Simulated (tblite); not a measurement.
C₄H₈BFO₂.
Numbering: `[CH3:1][O:2][B:3](/[CH:4]=[CH:5]/[F:6])[O:7][CH3:8]` (hydrogens: H9, H10, H11 on C1; H12 on C4; H13 on C5; H14, H15, H16 on C8)

Computed with GFN2-xTB (tblite), gas phase: Langevin dynamics at 400 K from the optimised GFN2-xTB geometry, time step 0.5 fs, friction 0.01 fs⁻¹, 2000 steps.

Start geometry:
```
atom  x, y, z in Å
C1     -2.223   -0.792   -0.813
O2     -0.939   -1.079   -0.302
B3     -0.041   -0.107   -0.025
C4      1.357   -0.563    0.537
C5      1.647   -1.830    0.775
F6      2.842   -2.220    1.254
O7     -0.400    1.187   -0.241
C8      0.422    2.296    0.022
H9     -2.670    0.059   -0.295
H10    -2.160   -0.558   -1.879
H11    -2.837   -1.681   -0.670
H12     2.127    0.169    0.745
H13     0.983   -2.666    0.618
H14     0.708    2.334    1.077
H15     1.327    2.270   -0.590
H16    -0.152    3.191   -0.224
```

The statistics below take the 31 frames saved every 25 fs from 250 to 1000 fs; their kinetic temperature (all 3N coordinates) averages 389 K.

**Question.** How do the bond lengths spread?

**Answer.** 
```csv
bond,start (Å),mean (Å),standard deviation (Å),shortest (Å),longest (Å)
C1–O2,1.411,1.417,0.037,1.334,1.505
O2–B3,1.353,1.362,0.038,1.294,1.450
B3–C4,1.574,1.579,0.043,1.508,1.732
C4=C5,1.321,1.324,0.013,1.297,1.355
C5–F6,1.346,1.352,0.025,1.301,1.413
B3–O7,1.360,1.358,0.027,1.308,1.429
O7–C8,1.406,1.409,0.028,1.355,1.481
C1–H9,1.092,1.096,0.032,1.039,1.145
C1–H10,1.093,1.100,0.023,1.053,1.151
C1–H11,1.090,1.098,0.040,1.028,1.179
C4–H12,1.082,1.088,0.037,1.025,1.189
C5–H13,1.079,1.084,0.030,1.008,1.143
C8–H14,1.093,1.098,0.029,1.047,1.183
C8–H15,1.093,1.103,0.034,1.033,1.169
C8–H16,1.091,1.096,0.038,1.014,1.172
```

**Question.** Give the same statistics for bond angles, one of each kind among heavy atoms.

**Answer.** 
| angle | start (°) | mean (°) | standard deviation (°) | smallest (°) | largest (°) |
| --- | --- | --- | --- | --- | --- |
| C1–O2–B3 | 122.2 | 124.0 | 5.1 | 114.0 | 136.9 |
| O2–B3–C4 | 117.1 | 114.6 | 4.1 | 105.2 | 120.2 |
| O2–B3–O7 | 118.4 | 118.9 | 3.2 | 113.9 | 125.8 |
| C4–B3–O7 | 124.5 | 126.1 | 3.4 | 119.2 | 133.9 |
| B3–C4–C5 | 122.5 | 120.6 | 4.0 | 113.7 | 131.5 |
| C4–C5–F6 | 122.5 | 123.0 | 5.4 | 112.4 | 135.3 |
| B3–O7–C8 | 124.5 | 126.2 | 6.2 | 112.0 | 141.0 |

**Question.** Follow the torsions C1–O2–B3–C4, O2–B3–C4–C5 and O2–B3–O7–C8 through every second one of these frames.

**Answer.** 
```json
{"t (fs)": "250", "C1–O2–B3–C4 (°)": "-176", "O2–B3–C4–C5 (°)": "32", "O2–B3–O7–C8 (°)": "180"}
{"t (fs)": "300", "C1–O2–B3–C4 (°)": "160", "O2–B3–C4–C5 (°)": "42", "O2–B3–O7–C8 (°)": "180"}
{"t (fs)": "350", "C1–O2–B3–C4 (°)": "-173", "O2–B3–C4–C5 (°)": "38", "O2–B3–O7–C8 (°)": "162"}
{"t (fs)": "400", "C1–O2–B3–C4 (°)": "178", "O2–B3–C4–C5 (°)": "16", "O2–B3–O7–C8 (°)": "179"}
{"t (fs)": "450", "C1–O2–B3–C4 (°)": "-177", "O2–B3–C4–C5 (°)": "8", "O2–B3–O7–C8 (°)": "-172"}
{"t (fs)": "500", "C1–O2–B3–C4 (°)": "-158", "O2–B3–C4–C5 (°)": "12", "O2–B3–O7–C8 (°)": "167"}
{"t (fs)": "550", "C1–O2–B3–C4 (°)": "-173", "O2–B3–C4–C5 (°)": "-6", "O2–B3–O7–C8 (°)": "168"}
{"t (fs)": "600", "C1–O2–B3–C4 (°)": "169", "O2–B3–C4–C5 (°)": "-26", "O2–B3–O7–C8 (°)": "-169"}
{"t (fs)": "650", "C1–O2–B3–C4 (°)": "-169", "O2–B3–C4–C5 (°)": "-44", "O2–B3–O7–C8 (°)": "179"}
{"t (fs)": "700", "C1–O2–B3–C4 (°)": "176", "O2–B3–C4–C5 (°)": "-44", "O2–B3–O7–C8 (°)": "164"}
{"t (fs)": "750", "C1–O2–B3–C4 (°)": "-179", "O2–B3–C4–C5 (°)": "-33", "O2–B3–O7–C8 (°)": "177"}
{"t (fs)": "800", "C1–O2–B3–C4 (°)": "-163", "O2–B3–C4–C5 (°)": "-27", "O2–B3–O7–C8 (°)": "-177"}
{"t (fs)": "850", "C1–O2–B3–C4 (°)": "180", "O2–B3–C4–C5 (°)": "-3", "O2–B3–O7–C8 (°)": "175"}
{"t (fs)": "900", "C1–O2–B3–C4 (°)": "-178", "O2–B3–C4–C5 (°)": "9", "O2–B3–O7–C8 (°)": "167"}
{"t (fs)": "950", "C1–O2–B3–C4 (°)": "180", "O2–B3–C4–C5 (°)": "4", "O2–B3–O7–C8 (°)": "149"}
{"t (fs)": "1000", "C1–O2–B3–C4 (°)": "-175", "O2–B3–C4–C5 (°)": "-18", "O2–B3–O7–C8 (°)": "172"}
```

Largest departure from the start value over all these frames: C1–O2–B3–C4 22° (start 180°), O2–B3–C4–C5 48° (start -2°), O2–B3–O7–C8 30° (start 179°).

**Question.** How widely does the potential energy scatter, against a harmonic estimate?

**Answer.** Mean 0.65 eV above the start, standard deviation 0.170 eV, range 0.33 to 1.04 eV. For 42 classical harmonic modes at 400 K the canonical values are 42kT/2 = 0.72 eV and kT·√(42/2) = 0.158 eV.

The run is classical and short, so these are rough statistics of one trajectory.

The cost below is that of the whole dynamics run. Time: 32 s wall; peak memory 0.18 GiB. Hardware: one thread, Intel Xeon at 2.50 GHz (x86_64), shared host.
